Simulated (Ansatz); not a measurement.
`C[CH2][Ga]([Cl])[Cl]` + H–F → `[F][Ga]([Cl])[Cl]` + `CC` at 298.15 K and 1 bar (ligand exchange at a Ga–C bond).

Gas-phase electronic energies from Ansatz, PBE0-D4/def2-TZVP geometries. CBS: MP2 limit from def2 TZ/QZ plus the TZ coupled-cluster correction, frozen cores. This one scheme is used for every species. For Ga outer-core shells are correlated without core-valence functions, which leaves a few kJ/mol of doubt a bond. Scalar relativity is left out up to krypton. Each species was taken in one conformer, which may not be the lowest.

| species | CCSD(T)/CBS energy (Eh) | H − E (kJ/mol) | S (J/(mol·K)) |
| --- | --- | --- | --- |
| `C[CH2][Ga]([Cl])[Cl]` | -2922.73620 | 200.6 | 387.5 |
| H–F | -100.39570 | 33.5 | 173.6 |
| `[F][Ga]([Cl])[Cl]` | -2943.43698 | 29.0 | 323.9 |
| `CC` | -79.71954 | 207.7 | 227.7 |

H − E and S are ideal-gas, rigid-rotor, harmonic terms from PBE0-D4/def2-TZVP, for one conformer and one mirror image of each species. 1 Eh = 2625.50 kJ/mol, R = 8.31446 J/(mol·K).

**Question.** By hand: ΔE, ΔH, ΔS and ΔG.

**Answer.** ΔE = (-2943.43698) + (-79.71954) − (-2922.73620) − (-100.39570) = -0.02462 Eh = -64.6 kJ/mol. Δ(H − E) = 29.0 + 207.7 − 200.6 − 33.5 = 2.6, so ΔH = -62.0 kJ/mol. ΔS = 323.9 + 227.7 − 387.5 − 173.6 = -9.5 J/(mol·K). ΔG = -62.0 − 298.15 × (-9.5)/1000 = -59.2 kJ/mol.

**Question.** By hand: the equilibrium constant, and the temperature at which ΔG would vanish if ΔH and ΔS stayed fixed.

**Answer.** log₁₀ K = −ΔG/(RT ln 10) = 10.4. ΔG = 0 at ΔH/ΔS = 6526 K, far beyond where these terms or the molecules hold.

The number of gas molecules stays the same, so ΔS is small and ΔH decides. A doubt of 5 kJ/mol in ΔE shifts log₁₀ K by 0.9 here. Other conformers and mirror images would add mixing entropy, several J/(mol·K) or more a flexible species. Modes under 60 cm⁻¹, often nearly free rotors, make the harmonic entropy too high. These are equilibria of isolated gas molecules and say nothing of rates. Largest T1 diagnostic: 0.012 (customary marks: 0.02 for closed shells, 0.045 for open ones).
